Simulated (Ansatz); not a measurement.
Reaction (redistribution): `N[BH][SnH]([F])[Cl]` + `S[SiH2]Cl` → `[F][SnH]([SH])[Cl]` + `NB[SiH2]Cl`

Computed with Ansatz on PBE0-D4/def2-TZVP structures; ΔE is electronic, products minus reactants. CCSD(T)/CBS is the MP2 limit (def2-TZVPP, def2-QZVPP) plus CCSD(T) − MP2 in def2-TZVPP, frozen cores. DFT in def2-TZVPP. B3LYP here is the variant with VWN-RPA as its local correlation; programs differ in this. HSE06 is defined as in plane-wave codes. def2 core potentials past Kr. For Sn outer-core shells are correlated without core-valence functions, which leaves a few kJ/mol of doubt a bond. Each species was taken in one conformer, which may not be the lowest.

| level | ΔE (kJ/mol) | difference from CCSD(T)/CBS |
| --- | --- | --- |
| LDA (SPW92) | 40.5 | 4.8 |
| PBE-D4 | 34.1 | -1.6 |
| revPBE-D4 | 33.7 | -2.0 |
| BLYP-D4 | 34.3 | -1.4 |
| r2SCAN-D4 | 35.6 | -0.1 |
| B97M-V | 27.7 | -8.0 |
| PBE0-D4 | 33.9 | -1.8 |
| B3LYP-D4 | 34.4 | -1.3 |
| r2SCAN0-D4 | 36.1 | 0.4 |
| HSE06-D4 | 33.7 | -2.0 |
| BHLYP-D4 | 33.1 | -2.6 |
| CAM-B3LYP-D4 | 35.0 | -0.7 |
| ωB97X-V | 33.7 | -2.0 |
| ωB97M-V | 38.4 | 2.7 |
| B2PLYP | 35.3 | -0.4 |
| PBE-QIDH | 35.7 | 0.0 |
| PBE | 33.5 | -2.2 |
| BLYP | 32.6 | -3.1 |
| r2SCAN | 35.6 | -0.1 |
| PBE0 | 33.4 | -2.3 |
| B3LYP | 33.2 | -2.5 |
| r2SCANh | 35.8 | 0.1 |
| r2SCAN0 | 36.0 | 0.3 |
| HSE06 | 33.3 | -2.4 |
| BHLYP | 32.5 | -3.2 |
| LC-ωPBE | 33.6 | -2.1 |
| HF/def2-SVP | 31.5 | -4.2 |
| MP2/def2-SVP | 33.0 | -2.7 |
| CCSD/def2-SVP | 30.9 | -4.8 |
| CCSD(T)/def2-SVP | 31.1 | -4.6 |
| HF/def2-TZVPP | 25.5 | -10.2 |
| MP2/def2-TZVPP | 41.1 | 5.4 |
| SCS-MP2/def2-TZVPP | 37.7 | 2.0 |
| CCSD/def2-TZVPP | 35.2 | -0.5 |
| CCSD(T)/def2-TZVPP | 35.6 | -0.1 |
| HF/def2-QZVPP | 24.3 | -11.4 |
| MP2/def2-QZVPP | 40.8 | 5.1 |
| SCS-MP2/def2-QZVPP | 37.3 | 1.6 |
| HF/CBS(def2) | 24.1 | -11.6 |
| CCSD/CBS(def2) | 35.3 | -0.4 |
| CCSD(T)/CBS | 35.7 | 0 |

Largest T1 diagnostic among the species: 0.014.

Leaving LDA and LC-ωPBE aside and taking each functional with its dispersion term where it has one, the values spread over 10.7 kJ/mol, from B97M-V to ωB97M-V. LDA lies +7.0 kJ/mol from PBE without D4. In def2-TZVPP, CCSD(T) changes the Hartree–Fock value by +10.1 kJ/mol (the triples alone add +0.4 kJ/mol) and MP2 by +15.6 kJ/mol.
